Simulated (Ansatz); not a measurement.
FeSi17H24. Total charge 0; singlet. Geometry PBE-D4/def2-SVP; atoms count from 1.

Cartesian coordinates in Å:
```
Si 3.6920 -0.4013 -1.8500
Si 1.0705 2.9267 -1.7958
Si -2.9123 -2.9912 0.7343
Si -2.3352 1.1592 -1.6941
Si 0.1783 -0.9211 -0.8122
Si 2.1856 1.3058 1.4139
Si -1.2057 -0.1019 2.5285
Si -1.1811 3.1795 1.3458
Si 2.0555 -2.0873 -1.6308
Si -0.8883 -3.3402 -0.1905
Si -0.0832 0.9398 -2.2794
Si 4.1134 0.7313 0.1775
Si 1.0300 3.1550 0.5381
Si -3.0525 -0.9913 -1.1418
Si -2.2909 -2.2401 2.8242
Si -2.2953 1.1981 0.6745
Si 0.8280 -0.6059 1.4789
Fe -1.4901 -1.1690 0.6191
H 4.9995 -0.9897 -2.3250
H 3.2196 0.5721 -2.8994
H 0.3607 4.0824 -2.4583
H 2.4980 2.9111 -2.2820
H -4.3563 -3.3067 0.4423
H -3.1854 2.2197 -2.3594
H 2.6078 1.6059 2.8344
H -1.3664 0.7891 3.7313
H -1.9147 4.3421 0.7193
H -1.1487 3.3985 2.8408
H 1.7735 -2.6727 -2.9935
H 2.5415 -3.1893 -0.7240
H -0.8786 -3.7361 -1.6421
H 0.1442 -4.1146 0.5847
H 0.1072 0.5166 -3.7183
H 4.9386 1.9667 -0.0918
H 4.9401 -0.1963 1.0363
H 1.7793 4.3976 0.9607
H -2.9872 -2.0520 -2.2249
H -4.5240 -0.8335 -0.8071
H -3.4642 -1.8761 3.6979
H -1.3326 -3.1379 3.5582
H -3.7240 1.3622 1.1479
H 1.5536 -1.8052 2.0317
```

Single mean-field runs in def2-TZVP are fitted with def2-universal-jkfit. The restricted singlet is unstable towards broken spin symmetry in Hartree–Fock (as tested in another run); at PBE0-D4/def2-TZVP this wasn't settled.

Estimate the Mulliken populations of the heavy atoms from the PBE0/def2-TZVP orbitals of Ansatz.


```json
{"atom": "Si1", "charge (e)": "-0.02", "d electrons": "–"}
{"atom": "Si2", "charge (e)": "-0.03", "d electrons": "–"}
{"atom": "Si3", "charge (e)": "0.04", "d electrons": "–"}
{"atom": "Si4", "charge (e)": "0.02", "d electrons": "–"}
{"atom": "Si5", "charge (e)": "0.10", "d electrons": "–"}
{"atom": "Si6", "charge (e)": "-0.01", "d electrons": "–"}
{"atom": "Si7", "charge (e)": "0.02", "d electrons": "–"}
{"atom": "Si8", "charge (e)": "-0.04", "d electrons": "–"}
{"atom": "Si9", "charge (e)": "-0.02", "d electrons": "–"}
{"atom": "Si10", "charge (e)": "0.01", "d electrons": "–"}
{"atom": "Si11", "charge (e)": "-0.07", "d electrons": "–"}
{"atom": "Si12", "charge (e)": "-0.01", "d electrons": "–"}
{"atom": "Si13", "charge (e)": "0.02", "d electrons": "–"}
{"atom": "Si14", "charge (e)": "0.03", "d electrons": "–"}
{"atom": "Si15", "charge (e)": "-0.04", "d electrons": "–"}
{"atom": "Si16", "charge (e)": "-0.01", "d electrons": "–"}
{"atom": "Si17", "charge (e)": "-0.05", "d electrons": "–"}
{"atom": "Fe18", "charge (e)": "-0.22", "d electrons": "7.14"}
```
Mulliken values depend strongly on the basis.

And the Mayer bond orders between heavy atoms (over 0.3)?

Si3–Fe18 0.69 (2.31 Å); Si5–Fe18 0.87 (2.21 Å); Si7–Fe18 0.63 (2.21 Å); Si10–Fe18 0.67 (2.39 Å); Si14–Fe18 0.70 (2.36 Å); Si15–Fe18 0.30 (2.58 Å); Si16–Fe18 0.49 (2.50 Å); Si17–Fe18 0.41 (2.54 Å); Si1–Si9 0.94 (2.36 Å); Si1–Si12 0.95 (2.36 Å); Si2–Si11 0.94 (2.35 Å); Si2–Si13 0.94 (2.35 Å); Si3–Si10 0.99 (2.25 Å); Si3–Si14 0.35 (2.75 Å); Si3–Si15 0.95 (2.31 Å); Si4–Si11 0.95 (2.34 Å); Si4–Si14 0.91 (2.33 Å); Si4–Si16 0.86 (2.37 Å); Si5–Si9 0.90 (2.36 Å); Si5–Si10 0.37 (2.72 Å); Si5–Si11 0.85 (2.38 Å); Si5–Si17 0.74 (2.40 Å); Si6–Si12 0.94 (2.36 Å); Si6–Si13 0.94 (2.35 Å); Si6–Si17 0.91 (2.35 Å); Si7–Si15 0.79 (2.42 Å); Si7–Si16 0.61 (2.51 Å); Si7–Si17 0.86 (2.34 Å); Si8–Si13 0.94 (2.35 Å); Si8–Si16 0.90 (2.37 Å).
